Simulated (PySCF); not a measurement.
SMILES [OH][Al]([OH])[SiH2][SiH2]Cl (H₆AlClO₂Si₂), singlet at its B3LYP/def2-SVP optimised geometry (Å):

```
12

Si    -0.4266     1.2993     0.0000
Cl    -1.0640     3.2974     0.0000
Si    -1.2644     0.1532     1.8750
Al    -0.4767    -2.1455     1.7707
O     -0.8419    -3.2598     3.0017
O      0.4471    -2.4890     0.3802
H     -0.9035     0.6720    -1.2651
H      1.0640     1.2993     0.0000
H     -2.7584     0.2300     1.8523
H     -0.7948     0.8503     3.1124
H     -0.6150    -4.1868     3.1089
H      0.8728    -3.2974     0.0831
```

Calculation: B3LYP/def2-TZVP in PySCF.

Map of the log10 of the electron density (e/bohr³), floored at −4 on the plane z = 0.8 Å:

```
|           ...                 |
|         .:::::.               |
|        .:-===--:.             |
|       .:-=++++=-:             |
|       :-=**#**+=:.            |
|      .:=+*#%##+=-.            |
|      .:=+#%%%#*=-:            |
|      .:=+*#%##*=-:.           |
|      .:-+*###*+==-:..         |
|      .:-=+****+++=--.         |
|      .:-=++*****++=-:.        |
|     .::-=+*###****+=-.        |
|    .:--=++*####***+=:.        |
|    .:-=++*####**++=-:.        |
|    .-==++*####*++=-:.         |
|    .-==++*****+==-:.          |
|    .:-==++***++=-:..          |
|     .:-==++**++=--:.          |
|     ..:-==++++++==-:.         |
|      ..:-=++++***+=-.         |
|       .:-==+**#%#*+=:         |
|        .:-=+*#%@@#*=:.        |
|        .:-=+*#@@@%*=:.        |
|         .:-=*#%@%#*=:         |
|         .:-=+*###*+-:         |
|          .:-==++*+=-.         |
|          ..:--====-:          |
|            ..:::::.           |
|               ...             |
|                               |
|                               |
```
Scale: ten equal steps from -4.00 (start of ' ') to -0.201 (end of '@'), in the order ' .:-=+*#%@'; x runs from -5.50 to 5.50, y from -5.50 (bottom) to 5.50 (top).
